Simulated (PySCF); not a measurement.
# EPR parameters of [C6H8OSi]-

Compound: C6H8OSi (charge -1 and doublet state).
Structure used (GFN2-xTB), in Å, numbered top down from 1:
```xyz
16
C6H8OSi angstrom
C     -1.1605    2.2544    0.6023
C     -0.7257    1.1984    0.1530
C     -0.2890   -0.0854   -0.0632
C      1.0439   -0.5001   -0.1919
C      2.1598    0.3296   -0.0706
C      3.4643   -0.0623   -0.1874
O     -1.2575   -1.0962   -0.2325
Si    -2.8425   -1.1156   -0.1757
H     -1.5035    3.2468    0.4728
H      1.1982   -1.5542   -0.3938
H      1.9574    1.3778    0.1336
H      4.2812    0.6340   -0.0803
H      3.7281   -1.0894   -0.3885
H     -3.4340   -0.7208    1.1170
H     -3.5138   -0.2757   -1.1888
H     -3.1138   -2.5323   -0.4403
```

The hyperfine couplings belong to this conformer and change with its torsions.

As a line formula: `[C-](/[H])=[C]\C(O[SiH3])=C/C=C` [radical] (charge -1).

Theory: PySCF, UKS B3LYP, pcH-1 on C H O Si, non-relativistic, mean-field spin-orbit, GIAO. Whether the extra electron is bound in the gas phase wasn't checked; a finite basis holds it in any case. The geometry wasn't refined by DFT: couplings that depend on bond lengths, twists or pyramidal angles can differ widely from those at the functional's own minimum, by a factor of two or more for some ions and for spin on atoms past the first row. No stability test was run, so a lower SCF solution isn't excluded.

| Property | Result |
| --- | --- |
| g1, g2, g3 | 2.00190, 2.00218, 2.00309 |
| g_iso | 2.00239 |
| Form of g | rhombic: the two nearest values differ by 23 % of g3 − g1 |
| ⟨S²⟩ | 0.7636 (exact 0.7500) |
| α and β electrons | 34, 33 |
| HOMO–LUMO gap, α and β orbitals | 2.47, 3.85 eV |
| Basis functions | 290 |

Isotropic coupling and dipolar principal values T1 to T3, in G (MHz turned into gauss with g_iso; 10 G = 1 mT):

```
atom  isotope  a_iso  of which spin–orbit     T1    T2    T3  Mulliken spin population
  C1      13C   23.5                  0.0   -8.4  -6.7  15.1                      0.30
  C2      13C   -6.1                  0.0   -3.1  -0.2   3.4                     -0.01
  C3      13C    3.8                  0.0   -7.2  -6.6  13.8                      0.17
  C4      13C    4.7                  0.0   -7.5  -7.2  14.7                      0.25
  C5      13C   -6.8                  0.0   -1.2   0.1   1.1                     -0.07
  C6      13C   10.3                  0.0  -10.2  -9.9  20.1                      0.38
  O7      17O    0.3                  0.0   -2.1   0.9   1.2                      0.00
 Si8     29Si    0.0                  0.0   -0.4   0.1   0.3                      0.01
  H9       1H    5.7                  0.0   -4.0   0.0   3.9                      0.01
 H10       1H   -5.8                  0.0   -3.1  -0.6   3.7                     -0.01
 H11       1H    0.6                  0.0   -1.3   0.3   1.0                      0.00
 H12       1H   -8.3                  0.0   -5.1   0.2   4.9                     -0.02
 H13       1H   -7.8                  0.0   -4.5  -0.1   4.5                     -0.02
 H14       1H    0.7                  0.0   -0.4  -0.2   0.5                      0.00
 H15       1H    0.2                  0.0   -0.3  -0.2   0.5                      0.00
 H16       1H   -0.3                  0.0   -0.3  -0.2   0.5                      0.00
```

The largest Mulliken spin populations are on C6 (+0.38), C1 (+0.30), C4 (+0.25) and C3 (+0.17). Four atoms exceed +0.15. The positive populations add up to 1.13 and the negative ones to -0.13, together 2S = 1.

C2, the radical centre as drawn in `[H]/[C-]=[C]/C(=C\C=C)O[SiH3]`, holds a spin population of -0.01 out of 1.

Axes: g1 points within 15° of the C1–H9 bond and g3 points within 10° of the C4–C5 bond.

Under fast tumbling the dipolar parts average out, and these isotropic splittings remain: 1 × 1H (H12, I = 1/2, 2 lines) with 0.83 mT, 1 × 1H (H13, I = 1/2, 2 lines) with 0.78 mT, 1 × 1H (H10, I = 1/2, 2 lines) with 0.58 mT, 1 × 1H (H9, I = 1/2, 2 lines) with 0.57 mT and 1 × 1H (H11, I = 1/2, 2 lines) with 0.06 mT.

The 13C coupling of C1 (65.8 MHz) shows only in satellite lines or after enrichment, since that isotope makes up about 1.07 % of natural carbon.
